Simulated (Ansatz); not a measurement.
`[F][Cd][O][SiH3]` + H₂O → `[OH][Cd][O][SiH3]` + H–F at 600 K and 1 bar (formal hydrolysis of a Cd–F bond).

Computed with Ansatz on PBE0-D4/def2-TZVP structures; ΔE is electronic, products minus reactants. CCSD(T)/CBS is the MP2 limit (def2-TZVPP, def2-QZVPP) plus CCSD(T) − MP2 in def2-TZVPP, frozen cores. This one scheme is used for every species. def2 core potentials past Kr. For Cd outer-core shells are correlated without core-valence functions, which leaves a few kJ/mol of doubt a bond. Each species was taken in one conformer, which may not be the lowest.

| species | CCSD(T)/CBS energy (Eh) | H − E (kJ/mol) | S (J/(mol·K)) |
| --- | --- | --- | --- |
| `[F][Cd][O][SiH3]` | -633.61664 | 131.9 | 427.8 |
| H₂O | -76.37941 | 76.8 | 212.8 |
| `[OH][Cd][O][SiH3]` | -609.59049 | 166.6 | 458.6 |
| H–F | -100.39570 | 42.3 | 194.0 |

H − E and S are ideal-gas, rigid-rotor, harmonic terms from PBE0-D4/def2-TZVP, for one conformer and one mirror image of each species. 1 Eh = 2625.50 kJ/mol, R = 8.31446 J/(mol·K).

By hand: ΔE, ΔH, ΔS and ΔG.

ΔE = (-609.59049) + (-100.39570) − (-633.61664) − (-76.37941) = 0.00986 Eh = 25.9 kJ/mol. Δ(H − E) = 166.6 + 42.3 − 131.9 − 76.8 = 0.2, so ΔH = 26.1 kJ/mol. ΔS = 458.6 + 194.0 − 427.8 − 212.8 = 12.0 J/(mol·K). ΔG = 26.1 − 600 × (12.0)/1000 = 18.9 kJ/mol.

By hand: the equilibrium constant, and the temperature at which ΔG would vanish if ΔH and ΔS stayed fixed.

log₁₀ K = −ΔG/(RT ln 10) = -1.6. ΔG = 0 at ΔH/ΔS = 2175 K, though so small a ΔS makes that figure unsure.

The number of gas molecules stays the same, so ΔS is small and ΔH decides. A doubt of 5 kJ/mol in ΔE shifts log₁₀ K by 0.4 here. Other conformers and mirror images would add mixing entropy, several J/(mol·K) or more a flexible species. Modes under 60 cm⁻¹, often nearly free rotors, make the harmonic entropy too high. These are equilibria of isolated gas molecules and say nothing of rates. Largest T1 diagnostic: 0.016 (customary marks: 0.02 for closed shells, 0.045 for open ones).
